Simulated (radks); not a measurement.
All-electron atom: K V in [Ne] 3s2 3p3 (the NIST ground configuration). All-electron calculation, scalar-relativistic Kohn-Sham, AM05, spin-polarised, spherical densities, finite nucleus; open shells are filled with parallel spins first; Fermi nuclear charge, rms radius 3.4349 fm. Program: a radial shooting solver on a logarithmic mesh with Libxc functionals.

Radial electron density D(r) = 4 pi r^2 rho(r):

r (bohr)  D(r) (e/bohr)   spin D(r)
0.003791         0.7488  -0.0000306
0.00424          0.9189  -0.0000361
0.004781          1.142  -0.0000426
0.00539           1.415  -0.0000491
0.006078          1.748  -0.0000548
0.006853          2.153  -0.0000581
0.007726          2.642  -0.0000565
0.008711          3.228  -0.0000454
0.009822          3.925  -0.0000178
0.01099           4.688   0.0000329
0.01239           5.639    0.000131
0.01397           6.737    0.000300
0.01575           7.988    0.000582
0.01775           9.391     0.00104
0.02002           10.94     0.00177
0.02257           12.60     0.00291
0.02545           14.34     0.00467
0.02846           15.98     0.00712
0.03209           17.70      0.0110
0.03618           19.28      0.0168
0.0408            20.61      0.0252
0.046             21.59      0.0372
0.05186           22.13      0.0543
0.05848           22.16      0.0779
0.06593           21.66       0.110
0.07375           20.78       0.149
0.08315           19.49       0.203
0.09375           18.08       0.270
0.1057            16.78       0.351
0.1192            15.90       0.443
0.1344            15.66       0.542
0.1515            16.18       0.639
0.1708            17.42       0.720
0.1911            19.01       0.769
0.2154            20.79       0.775
0.2429            22.18       0.721
0.2739            22.69       0.601
0.3088            22.00       0.427
0.3482            20.04       0.229
0.3925            17.06      0.0592
0.4426            13.54     -0.0185
0.495             10.32      0.0487
0.5582            7.480       0.311
0.6293            5.631       0.773
0.7096            4.815        1.38
0.8               4.768        2.03
0.902             5.050        2.58
1.017             5.216        2.88
1.147             4.981        2.87
1.283             4.345        2.58
1.446             3.356        2.05
1.63              2.287        1.44
1.838             1.364       0.883
2.073            0.7051       0.470
2.337            0.3125       0.215
2.635            0.1171      0.0834
2.971           0.03652      0.0269
3.323           0.01024     0.00783
3.747          0.002109     0.00168
4.224         0.0003377    0.000279

D(r) has 3 maxima, at r = 0.0553, 0.272, 1.02 bohr, and minima at 0.131, 0.756 bohr, inside which lie 2.15, 10.42 electrons.
